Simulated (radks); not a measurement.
Question: Numerical settings for the erbium ion Er2+, [Xe] 4f12. Method: scalar-relativistic Kohn-Sham, r2SCAN, spin-polarised, spherical densities, finite nucleus; open shells are filled with parallel spins first (spin-orbit coupling, left out, can overturn this in heavy ions); meta-GGA in the generalised Kohn-Sham scheme; Fermi nuclear charge, rms radius 5.2516 fm; computed with a radial shooting solver on a logarithmic mesh with Libxc functionals. The defaults (mesh step 0.008 in ln r, mesh end at 40 bohr or more with all orbitals vanishing there, Anderson mixing 0.5 over 9 steps, residual threshold near 1e-9 with the energy settled to 1e-9 hartree or 1e-11 of itself, here a cap of 62 iterations) give E = -13085.746 hartree and 4f at -16.038 eV in 13 iterations. Run on one thread of a shared host, so times are rough (Arm Neoverse V1): 0.26 s of CPU time, 0.26 s wall, 13 iterations on 2254 mesh points. One setting is changed at a time: mesh step in ln r 0.012; mesh step in ln r 0.12; mesh step in ln r 0.003; mesh end (bohr) 1; mesh end (bohr) 12; residual threshold 1e-13; residual threshold 1e-05; mixing 0.05; linear mixing, mixing 0.2; linear mixing, mixing 0.8; mixing history 3; iteration cap 2. Which runs fail to converge, and which converge to a wrong energy?

Answer: Not converged within the cap: mesh step in ln r 0.12; linear mixing, mixing 0.8; iteration cap 2. Settled on a wrong energy, with an occupied level pushed above zero by the early mesh end: mesh end (bohr) 1 (+205 hartree). Apart from these: no run marked as converged misses the energy by more than 1 mhartree.
